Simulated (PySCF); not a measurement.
YbH: frontier orbitals

PBE0 at R = 2.051 Å; PySCF, spin-free X2C with a Gaussian nucleus, basis sets Yb x2c-TZVPall, H x2c-TZVPall. State: doublet, about 13.0 electrons in the 4f shell (Mulliken), real f orbitals that mix terms, a second solution, started from another occupation. Only the outer orbitals are listed, counted within each symmetry.

```json
{"spin": "α", "orbital": "12σ", "occ.": "1", "ε (eV)": "-14.15", "on Yb (%)": "100", "main shells (%)": "100 Yb f"}
{"spin": "α", "orbital": "13σ", "occ.": "1", "ε (eV)": "-7.43", "on Yb (%)": "48", "main shells (%)": "51 H s, 34 Yb s, 10 Yb d"}
{"spin": "α", "orbital": "14σ", "occ.": "1", "ε (eV)": "-4.84", "on Yb (%)": "91", "main shells (%)": "58 Yb s, 21 Yb d, 12 Yb p"}
{"spin": "α", "orbital": "4δ", "occ.": "0", "ε (eV)": "-1.52", "on Yb (%)": "100", "main shells (%)": "100 Yb d"}
{"spin": "α", "orbital": "8π", "occ.": "0", "ε (eV)": "-1.48", "on Yb (%)": "100", "main shells (%)": "72 Yb d, 28 Yb p"}
{"spin": "α", "orbital": "8π", "occ.": "0", "ε (eV)": "-1.48", "on Yb (%)": "100", "main shells (%)": "72 Yb d, 28 Yb p"}
{"spin": "β", "orbital": "3δ", "occ.": "1", "ε (eV)": "-13.93", "on Yb (%)": "100", "main shells (%)": "100 Yb f"}
{"spin": "β", "orbital": "1φ", "occ.": "1", "ε (eV)": "-13.93", "on Yb (%)": "100", "main shells (%)": "100 Yb f"}
{"spin": "β", "orbital": "1φ", "occ.": "1", "ε (eV)": "-13.93", "on Yb (%)": "100", "main shells (%)": "100 Yb f"}
{"spin": "β", "orbital": "7π", "occ.": "1", "ε (eV)": "-13.25", "on Yb (%)": "100", "main shells (%)": "100 Yb f"}
{"spin": "β", "orbital": "7π", "occ.": "1", "ε (eV)": "-13.25", "on Yb (%)": "100", "main shells (%)": "100 Yb f"}
{"spin": "β", "orbital": "12σ", "occ.": "1", "ε (eV)": "-13.12", "on Yb (%)": "100", "main shells (%)": "100 Yb f"}
{"spin": "β", "orbital": "13σ", "occ.": "1", "ε (eV)": "-7.41", "on Yb (%)": "48", "main shells (%)": "52 H s, 34 Yb s, 10 Yb d"}
{"spin": "β", "orbital": "14σ", "occ.": "1", "ε (eV)": "-4.82", "on Yb (%)": "91", "main shells (%)": "58 Yb s, 21 Yb d, 12 Yb p"}
{"spin": "β", "orbital": "3δ", "occ.": "0", "ε (eV)": "-5.01", "on Yb (%)": "100", "main shells (%)": "100 Yb f"}
{"spin": "β", "orbital": "4δ", "occ.": "0", "ε (eV)": "-1.42", "on Yb (%)": "100", "main shells (%)": "100 Yb d"}
{"spin": "β", "orbital": "4δ", "occ.": "0", "ε (eV)": "-1.40", "on Yb (%)": "100", "main shells (%)": "100 Yb d"}
```

Task: Which are the highest filled and the lowest empty level, where do they sit, and how wide is the gap?

Result: Highest filled β 14σ at -4.82 eV (in %: 58 Yb s, 21 Yb d, 12 Yb p); lowest empty β 3δ at -5.01 eV (in %: 100 Yb f); the gap at PBE0 is -0.19 eV.

- bond order (Mayer): 0.91
- ⟨S²⟩: 0.750
- charge on Yb (Mulliken, basis-dependent): 0.22
- charge on Yb (Löwdin, basis-dependent): 0.22
- dipole moment (positive dipole means Yb(−)H(+)): -2.13 D

Spin–orbit coupling is left out. Counting both spins, an empty level lies below a filled one in this solution, because spin and occupation are held.
